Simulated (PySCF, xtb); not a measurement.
C₂H₅I, SMILES CCI.

Harmonic wavenumbers (cm⁻¹) from GFN2-xTB run with xtb at its own minimum, in rising order: 248, 263, 540, 779, 1016, 1028, 1088, 1229, 1247, 1413, 1450, 1488, 1493, 3012, 3013, 3018, 3036, 3040.

Q: What does PBE0-D3(BJ)/def2-SVP run with PySCF give at its own minimum? (The exact figures need the calculation; the answer reports its results.)

A: 261, 263, 517, 746, 976, 988, 1089, 1228, 1245, 1390, 1455, 1457, 1470, 3054, 3123, 3148, 3169, 3204. Paired by order, the mean absolute difference is 45 cm⁻¹ and the zero-point energies are 40.6 and 41.1 kcal/mol.
